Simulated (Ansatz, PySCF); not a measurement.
Species: sum formula SnOF, charge 0, multiplicity 2. It need not be the lowest isomer of its formula. 
Geometry from a B3LYP-D3(BJ)/def2-TZVP (Ansatz, a first-principles code) optimisation:
```xyz
3

Sn     0.1455    -0.1506     0.2621
O      0.8874     0.1914    -1.5703
F     -1.5973     0.6663    -0.0604
```
Charge 0, spin multiplicity 2.

Wanted: atomisation energy (electronic, to ground-state atoms), in kcal/mol. Cores are frozen in the correlated levels unless marked. UHF or UKS for open shells. No spin-orbit coupling. The frozen core is the preceding noble-gas configuration, with the filled d and f shells of earlier blocks. In def2 rows, elements after Kr have scalar-relativistic effective core potentials. The coupled-cluster limit lacks core correlation, which all-electron functionals hold. CBS(X,Y): correlation extrapolated as X^-3; Hartree-Fock from the larger set. The bracket is a focal-point correction in the basis named.

| level | program | atomisation energy (kcal/mol) |
|---|---|---|
| PBE/def2-TZVPD | Ansatz | 213.5 |
| PBE-D4/def2-TZVPD | Ansatz + dftd4 | 214.7 |
| BP86/def2-TZVPD | PySCF | … |
| B3LYP-D3(BJ)/def2-TZVPD | Ansatz + dftd3 | 201.4 |
| PBE0-D4/def2-TZVP | Ansatz + dftd4 | 195.6 |
| MN15/def2-TZVPD | PySCF | 199.5 |
| B2PLYP-D4/def2-TZVPD | Ansatz + dftd4 | … |
| PBE-QIDH/def2-TZVPD | Ansatz | … |
| RPA@PBE/def2-QZVPP | Ansatz | … |
| CCSD/def2-SVPD | Ansatz | 177.5 |
| CCSD/def2-TZVPP | Ansatz | 182.8 |
| RI-MP2/CBS(def2-TZVPPD,def2-QZVPPD)+[CCSD(T)-MP2]/def2-TZVPPD | Ansatz | 200.1 |

Complete the blanks.


- BP86/def2-TZVPD, atomisation energy (kcal/mol): 212.6
- B2PLYP-D4/def2-TZVPD, atomisation energy (kcal/mol): 199.9
- PBE-QIDH/def2-TZVPD, atomisation energy (kcal/mol): 191.1
- RPA@PBE/def2-QZVPP, atomisation energy (kcal/mol): 180.1
